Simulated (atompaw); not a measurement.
**Reading a pseudo-wave (Ce)**

Columns: radius, all-electron u(r) and pseudo u(r) of the 5s shell (level -40.59 eV) of cerium in the configuration [Kr] 4d10 4f1 5s2 5p6 5d1 6s2 6p0; PBE, scalar-relativistic, PAW (atompaw) scheme, atompaw 4.2.0.5.

```
r (bohr)  all-electron  pseudo
   0.115       -0.0325  0.1583
   0.231        0.3271  0.3135
   0.346       -0.1428  0.4588
   0.462       -0.4952  0.5927
   0.577       -0.4611  0.7097
   0.692       -0.1837  0.8082
   0.808        0.1675  0.8869
   0.923        0.4809  0.9433
   1.038        0.7168  0.9778
   1.154        0.8696  0.9910
   1.269        0.9470  0.9838
   1.385        0.9662  0.9582
   1.500        0.9427  0.9170
   1.615        0.8907  0.8630
   1.731        0.8210  0.7987
   1.846        0.7432  0.7286
   1.962        0.6623  0.6545
   2.077        0.5838  0.5808
   2.192        0.5098  0.5094
   2.308        0.4411  0.4416
   2.423        0.3797  0.3801
   2.538        0.3251  0.3252
   2.654        0.2767  0.2767
   2.769        0.2350  0.2350
   2.885        0.1986  0.1986
   3.000        0.1677  0.1677
```

Q: How many radial nodes do the two functions have?

A: The all-electron 5s function has n − l − 1 = 4 (the table is too coarse to show those close to the nucleus); the pseudo-wave has 0, since the states of the same l below it are removed with the core.

Q: At about which radius was the pseudo-wave matched?

A: 2.70 bohr. The columns agree to 0.0005 from 2.42 bohr on; several derivatives are matched, so the curves merge somewhat inside the radius.

Q: Where does each function peak?

A: Outermost all-electron maximum near 1.39 bohr, pseudo maximum near 1.15 bohr (to the table’s step).

Q: Is the pseudo-wave norm-conserving?

A: No, it belongs to a PAW set: the norm inside the radius is not constrained, and the difference is carried by the augmentation charge.
